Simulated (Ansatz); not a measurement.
System: BNH5, charge 0, multiplicity 2. SMILES: [NH2+][BH3-]
Geometry from a B3LYP-D3(BJ)/def2-TZVP (Ansatz, a first-principles code) optimisation:
```
B
N 1 1.4529
H 2 1.0091 1 123.80
H 2 1.0095 3 113.27 1 -180.00
H 1 1.1952 2 115.55 3 0.00
H 1 1.2537 5 115.75 2 130.23
H 1 1.2537 5 115.75 6 99.53
```
Charge 0, spin multiplicity 2.

Quantity: atomisation energy, in kcal/mol. Conventions: dispersion terms only where a functional's name holds one; LANL2DZ all-electron up to Ne; 6-311+G** with 5d; atomisation electronic, to ground-state atoms; non-relativistic; valence correlation only; spin-orbit terms left out; open shells spin-unrestricted; 6-31G* and kin with 6d, 5d where marked. CBS(X,Y): correlation extrapolated as X^-3; Hartree-Fock from the larger set. [CCSD(T)-MP2]/basis is that difference in the basis named. Ab initio and DFT rows: single points at B3LYP-D3(BJ) geometries (Ansatz).

Coupled cluster (Ansatz) is a level with limits of its own, used here on species with T1 under 0.025 (0.045 for open shells) and stable references: RI-MP2/CBS(aug-cc-pVTZ,aug-cc-pVQZ)+[CCSD(T)-MP2]/aug-cc-pVTZ.

Value to compare with, RI-MP2/CBS(aug-cc-pVTZ,aug-cc-pVQZ)+[CCSD(T)-MP2]/aug-cc-pVTZ (Ansatz): 505.6 kcal/mol.

| level | program | atomisation energy (kcal/mol) | difference |
|---|---|---|---|
| B3LYP/STO-3G | Ansatz | 630.5 | 124.9 |
| B3LYP/3-21G | Ansatz | 508.4 | 2.8 |
| B3LYP/LANL2DZ | Ansatz | 503.9 | -1.7 |
| B3LYP/6-31G | Ansatz | 504.9 | -0.7 |
| B3LYP/6-31G* | Ansatz | 514.1 | 8.5 |
| B3LYP/6-31+G* | Ansatz | 513.0 | 7.4 |
| B3LYP/6-31G** | Ansatz | 520.1 | 14.5 |
| B3LYP/def2-SVP | Ansatz | 517.1 | 11.5 |
| B3LYP/cc-pVDZ | Ansatz | 507.7 | 2.1 |
| B3LYP/6-311+G** | Ansatz | 514.9 | 9.3 |
| B3LYP/def2-TZVPD | Ansatz | 517.0 | 11.4 |

Among the 10 habitual levels, B3LYP/STO-3G lies farthest from RI-MP2/CBS(aug-cc-pVTZ,aug-cc-pVQZ)+[CCSD(T)-MP2]/aug-cc-pVTZ (Ansatz) (124.9 kcal/mol) and B3LYP/6-31G nearest (-0.7); 8 of 10 lie above it, and their mean absolute difference is 18.3 kcal/mol, the median 8.0. One case shows no general order.

The sets are all those run for this method; left out are runs that failed, that the program found above a lower state of the same kind, or whose <S^2> lies over 0.5 above the pure value.
